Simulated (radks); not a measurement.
Values are calculated unless marked as measured or tabulated.
Orbital eigenvalues (eV) of neutral promethium, [Xe] 4f5 6s2, at several levels of relativity; Dirac values are averaged over j with weights 2j + 1. Spin-unpolarised spherical Kohn-Sham, PBE, point nucleus unless stated (finite: rms radius 4.962 fm), a radial shooting solver on a logarithmic mesh with Libxc functionals. A level marked "c x" has the speed of light scaled by that factor and shares open shells by 2j + 1; other Dirac levels either fill j = l - 1/2 first or share by 2j + 1.

| shell | non-rel. | scalar-rel. | Dirac, low j first | Dirac, c x 1.5 | change of magnitude, last against first (%) |
|---|---|---|---|---|---|
| 3s | -1455.2 | -1596.3 | -1593.6 | -1512.9 | +3.96 |
| 3p | -1304.5 | -1350.4 | -1352.3 | -1324.9 | +1.56 |
| 3d | -1023.9 | -1013.4 | -1011.3 | -1018.7 | -0.50 |
| 4s | -284.50 | -317.40 | -316.67 | -297.88 | +4.70 |
| 4p | -226.93 | -236.70 | -237.05 | -231.25 | +1.90 |
| 4d | -125.19 | -122.76 | -122.31 | -124.01 | -0.94 |
| 5s | -37.262 | -41.873 | -41.736 | -39.077 | +4.87 |
| 5p | -22.167 | -22.673 | -22.723 | -22.380 | +0.96 |
| 4f | -5.2295 | -2.1538 | -1.9767 | -3.8050 | -27.24 |
| 6s | -3.3438 | -3.5426 | -3.5372 | -3.4177 | +2.21 |
| 5d (empty) | -2.3948 | -1.8036 | -1.7911 | -2.1202 | -11.47 |
| 6p (empty) | -1.3529 | -1.2202 | -1.2266 | -1.2979 | -4.06 |
